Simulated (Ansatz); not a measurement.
Input for Ansatz (a first-principles code): R-CCSD(T)/cc-pVDZ on C4H8O2 (SMILES C1COCCO1).

Ansatz 0.2 input:
```yaml
crystal:
  periodic: [false, false, false]
  atoms:
    - {symbol: C, position_ang: [-1.25346768, -0.30304183, -0.46259301]}
    - {symbol: C, position_ang: [-0.95821595, 0.86857338, 0.45124290]}
    - {symbol: O, position_ang: [0.35349090, 1.38736460, 0.23877897]}
    - {symbol: C, position_ang: [1.28546810, 0.41438117, -0.22992970]}
    - {symbol: C, position_ang: [0.92622217, -0.97988943, 0.24113688]}
    - {symbol: O, position_ang: [-0.35343674, -1.38717473, -0.23995785]}
    - {symbol: H, position_ang: [-2.26150048, -0.67980996, -0.27962047]}
    - {symbol: H, position_ang: [-1.19670880, 0.02078567, -1.50922361]}
    - {symbol: H, position_ang: [-1.07297650, 0.55961283, 1.49762011]}
    - {symbol: H, position_ang: [-1.66013866, 1.68244732, 0.26032170]}
    - {symbol: H, position_ang: [1.32771807, 0.43503744, -1.32597242]}
    - {symbol: H, position_ang: [2.26741845, 0.70039914, 0.15155534]}
    - {symbol: H, position_ang: [0.94196994, -1.01542635, 1.33750408]}
    - {symbol: H, position_ang: [1.65415719, -1.70325922, -0.13086294]}
basis:
  gaussian:
    orbitals: cc-pVDZ
magnetization: {spin_polarized: false}
correlation: {method: ccsd_t, electrons: outside_noble_gas}
scf: {lower_state_search: off}
```

Program output:

```
WARN ansatz: RAYON_NUM_THREADS=6 ignored (pool sized by the plan → 6); use --threads N
Functional definition: HF
these checks for a lower state are left out or cut short: stability, starts, cluster_reference, orbital_swaps, neighbouring_geometries, increment
integrals: 0.23 GiB planned
1122 factors; integrals over basis functions are off by at most 1.1e-3 eV
mean field: 0.48 GiB planned
mean field evaluation 1: about -8318.9452 eV, gradient 3.4e1 eV
mean field evaluation 2: about -8319.2313 eV, gradient 3.4e1 eV
mean field evaluation 4: about -8322.1321 eV, gradient 5.3e0 eV
mean field evaluation 8: about -8322.1964 eV, gradient 1.5e-1 eV
mean field -8322.19644440 eV, -305.8350783445 hartree, gradient 8.0e-6 eV, S^2 0.000000; 0 other end points of the search recorded, 0 dependent functions left out
6 core orbitals not correlated
reference -8322.19644440 eV, -305.8350783445 hartree; 18, 18 occupied and 100, 100 virtual orbitals, 1122 factors
second order -25.03030898 eV of doubles, -0.00000000 eV of singles
coupled cluster: 0.63 GiB planned
cycle   1  -25.78500715 eV  change   -7.5e-1 eV  update   1.1e-1
cycle   2  -26.43075091 eV  change   -6.5e-1 eV  update   3.0e-2
cycle   3  -26.57539122 eV  change   -1.4e-1 eV  update   1.4e-2
cycle   4  -26.57121336 eV  change    4.2e-3 eV  update   3.1e-3
cycle   5  -26.57220955 eV  change   -1.0e-3 eV  update   1.4e-3
cycle   6  -26.57294097 eV  change   -7.3e-4 eV  update   4.4e-4
cycle   7  -26.57260497 eV  change    3.4e-4 eV  update   1.7e-4
cycle   8  -26.57251657 eV  change    8.8e-5 eV  update   5.2e-5
cycle   9  -26.57252441 eV  change   -7.8e-6 eV  update   1.7e-5
perturbative correction -0.77736432 eV, -0.0285676119 hartree
Total energy: -8349.54633314 eV, -306.8401682171 hartree
Checks for a lower state left out: stability, starts, cluster_reference, orbital_swaps, neighbouring_geometries, increment
```

The run converged.

Cost: about 21 core-seconds (a rough figure).
